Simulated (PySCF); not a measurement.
## Radial density of Rb³⁴⁺ (rubidium, charge +34)

UHF, [He] 2s1, 2S determinant. All numbers are calculated (PySCF 2.14, the spin-free X2C one-electron Hamiltonian (Gaussian nucleus), in an uncontracted even-tempered set (19 s from 12 bohr⁻², ratio 2.2; 8 p from 18 bohr⁻², ratio 2.4; 5 d from 55 bohr⁻², ratio 2.4; 5 f from 82 bohr⁻², ratio 2.4; 4 g from 120 bohr⁻², ratio 2.4)).

| r (bohr) | 4πr²ρ (e/bohr) | 4πr²(ρα − ρβ) |
| --- | --- | --- |
| 0.0330 | 39.02 | 1.1270 |
| 0.0555 | 19.62 | 0.0085 |
| 0.0934 | 7.034 | 3.6902 |
| 0.157 | 6.752 | 6.6641 |
| 0.264 | 1.585 | 1.5850 |
| 0.445 | 0.02311 | 0.0231 |

Densities and radii are taken from the X2C orbitals without a picture-change correction, which distorts them close to the nucleus.
